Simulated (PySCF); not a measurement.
Excitation energy of Sc+ by level of theory

Sc+ [Ar] 3d1 4s1 (3D) → Sc+ [Ar] 4s1 5s1 (3S), as a difference of total energies. Calculation: PySCF 2.14, in x2c-TZVPPall with one added diffuse shell each of s, p, d, f type (7s6p5d3f1g, 80 functions); the spin-free X2C one-electron Hamiltonian (Gaussian nucleus). Correlated levels: valence: [Ar] frozen; valence and next inner shell: [Ne] frozen. The calculations carry no spin-orbit coupling.

| method | excitation energy (eV) |
| --- | --- |
| UHF | 9.236 |
| LDA | 10.368 |
| PBE | 10.321 |
| PW91 | 10.394 |
| r2SCAN0 | 10.387 |
| MN15 | 10.181 |
| MP2 (valence) | 9.220 |
| SCS-MP2 (valence) | 9.231 |
| MP2 (valence and next inner shell) | 9.205 |

Problem. Estimate what PBE0 gives.

Solution. 10.222 eV, closest to MN15 among the rows shown.

Problem. Estimate what SCS-MP2 (valence and next inner shell) gives.

Solution. 9.241 eV, closest to UHF among the rows shown.

A first-order spin-orbit estimate (lowest level to lowest level, LS coupling) adds 0.014 eV.

The promoted electron is Rydberg-like, and one or two diffuse shells describe it only roughly, which tends to raise the upper state.
